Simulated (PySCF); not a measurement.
H5BFN, singlet, B3LYP/def2-SVP optimised geometry. Atoms within 1.6 Å of the plane z = 0.0 Å (x, y, z in Å): B1 (-0.86, -0.12, 0.00), H2 (-1.14, 1.08, 0.00), H3 (-1.14, -0.73, 1.03), F4 (-1.18, -0.79, -1.18), N5 (0.82, -0.12, 0.00), H6 (1.17, -1.08, -0.01), H7 (1.18, 0.36, 0.83), H8 (1.17, 0.36, -0.83).

Calculation: B3LYP/def2-TZVP in PySCF. Cells within 0.4 Å of a nucleus heavier than hydrogen are left out (blank, or x).

Map of the Laplacian of the electron density (e/bohr⁵), clipped to [-1.50, 1.50] on the plane z = 0.0 Å:

```
|55555555555555555555555555555|
|55555555555555555555555555555|
|55555555555555555555555555555|
|55555555555555555555555555555|
|55555555555555555555555555555|
|55555555555555555555555555555|
|55555555555555555555555555555|
|55555555555555555555555555555|
|55555555555555555555555555555|
|55555555511555555555555555555|
|55555555400455555555555555555|
|55555555432455555555555555555|
|55555555433345556666555555555|
|5555555555xx65553x25655555555|
|5555555559xxx443xxx3655555555|
|5555555559xxx443xxx3655555555|
|55555555559x65553x03555555555|
|55555555555555555412555555555|
|55555555555555555500455555555|
|55555555555555555531555555555|
|55555555555555555555555555555|
|55555555555555555555555555555|
|55555555555555555555555555555|
|55555555555555555555555555555|
|55555555555555555555555555555|
|55555555555555555555555555555|
|55555555555555555555555555555|
|55555555555555555555555555555|
|55555555555555555555555555555|
```
Scale: ten equal steps from -1.50 (start of '0') to 1.50 (end of '9'), in the order '0123456789'; x runs from -3.50 to 3.50, y from -3.50 (bottom) to 3.50 (top).
